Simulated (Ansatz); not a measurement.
Mulliken charges of `O[SiH2]C1=NC1` from PBE/def2-TZVPP in Ansatz (PBE0-D4/def2-TZVP geometry).

```tsv
atom	x (Å)	y (Å)	z (Å)	charge (e)
O1	-1.971	-0.985	-1.031	-0.351
Si2	-0.936	-0.921	0.235	0.456
C3	0.434	0.295	-0.088	-0.039
N4	0.774	1.168	-0.927	-0.139
C5	1.669	0.993	0.265	-0.154
H6	-2.238	-0.162	-1.444	0.199
H7	-0.355	-2.270	0.402	-0.056
H8	-1.580	-0.474	1.496	-0.077
H9	2.630	0.518	0.090	0.081
H10	1.657	1.787	1.007	0.080
```

Problem. By hand: the dipole of these point charges (1 e Å = 4.8032 D).

Solution. Σ q r = (-0.075, -0.085, 0.223) e Å, of length 0.250 e Å = 1.20 D.

Problem. How does the dipole of the full density compare? (Best estimate.)

Solution. Computed: (-0.094, -0.021, 0.248) e Å, 1.28 D; the point charges give 0.94 times that, at 15° from its direction.

Point charges leave out the atoms' own dipoles, such as those of lone pairs, and Mulliken's split depends on the basis, so the close match here is no proof of good charges.
